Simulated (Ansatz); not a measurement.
Ansatz (a first-principles code) input:

Ansatz 0.2 input:
```yaml
crystal:
  periodic: [false, false, false]
  atoms:
    - {symbol: Cs, position_ang: [-0.00000000, -0.00000000, -2.36930431]}
    - {symbol: Cs, position_ang: [0.00000000, 0.00000000, 2.36930431]}
basis:
  gaussian:
    orbitals: def2-TZVP
hamiltonian:
  xc: b3lyp
  dispersion: d3bj
phonons: {temperatures: {t_min: 298.15, t_max: 298.15, t_step: 100}}
```

Question: Predict the final energy.

Answer: -40.31471 Eh (B3LYP-D3(BJ)/def2-TZVP). The basis has 58 functions.
